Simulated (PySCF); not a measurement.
Species: C4H14AsB.
Z-matrix (Å and degrees, PBE0-D3(BJ)/def2-SVP geometry), rows numbered from 1:
```
B 
As  1  2.0363
C   2  1.9596  1  117.05
C   3  1.5214  2  111.94  1   175.56
C   3  1.5309  2  108.83  1   -57.12
C   5  1.5222  3  113.73  2   170.52
H   1  1.2225  2  102.43  3   -57.89
H   1  1.2195  2  104.83  3  -178.05
H   1  1.2215  2  103.56  3    61.52
H   2  1.5138  1  117.98  3  -121.58
H   2  1.5122  1  117.11  3   120.84
H   3  1.1049  2  102.98  1    57.86
H   4  1.1010  3  110.86  2  -174.81
H   4  1.1021  3  111.22  2    65.66
H   4  1.1003  3  111.94  2   -55.15
H   5  1.1051  3  109.08  2   -66.72
H   5  1.1022  3  108.92  2    48.52
H   6  1.1000  5  110.68  3  -176.42
H   6  1.1005  5  112.30  3    63.70
H   6  1.1017  5  111.09  3   -57.05
```

All values: PBE0/def2-SVPD (PySCF, non-relativistic), on one gas-phase PBE0-D3(BJ)/def2-SVP geometry that isn't relaxed in the solvent. The solvent is an IEF-PCM continuum (Bondi radii, 1.10 Å for H, scaled by 1.2). Only the electrostatic response of the medium enters. Spin–orbit coupling is left out although an atom past zinc is present.

Gas phase at PBE0/def2-SVPD: HOMO -8.09 eV, LUMO 0.04 eV, dipole 4.78 D.

**Question.** What does the continuum do to the energy, the frontier levels and the dipole at PBE0/def2-SVPD in benzene and water?

**Answer.** 
| solvent | ε | E(solvent) − E(gas) (kcal/mol) | polarisation term (kcal/mol) | distortion of the solute (kcal/mol) | HOMO (eV) | LUMO (eV) | dipole (D) |
| --- | --- | --- | --- | --- | --- | --- | --- |
| benzene | 2.271 | -2.96 | -3.32 | 0.36 | -8.08 | 0.26 | 5.50 |
| water | 78.36 | -6.70 | -8.64 | 1.94 | -8.06 | 0.50 | 6.44 |

Polarisation term: ½ Σ q·V over the induced surface charges. Distortion: the rise of the solute's own energy as its density leaves the gas-phase optimum. From benzene to water the lowering changes by a factor 2.26, Onsager's factor (ε − 1)/(2ε + 1) by 2.14 and ε itself by 34.5.

**Question.** Which radius a makes the point-dipole formula ΔE = −[(ε − 1)/(2ε + 1)]·μ²/a³ give the value in water, with the gas-phase dipole?

**Answer.** μ = 1.880 au and |ΔE| = 0.01067 Eh give a = 2.89 Å; the farthest nucleus lies 4.01 Å from the centroid of the nuclei, so such a sphere wouldn't even hold the nuclei. The formula assumes a rigid point dipole at the centre of a sphere.

**Question.** How does the static polarisability (PBE0/def2-SVPD, frozen core, with the continuum's full static response) change?

**Answer.** 
```tsv
medium	isotropic (au)	principal values (au)	⟨r²⟩ of the electrons (bohr²)
gas	101.3	84.6, 100.8, 118.7	1203.5
benzene	116.7	98.6, 116.5, 134.9	1204.5
water	142.6	128.0, 142.5, 157.4	1206.0
```

The isotropic value in water is 1.41 times the gas-phase one; no cavity-field correction is applied. ⟨r²⟩ is taken about the centre of nuclear charge.
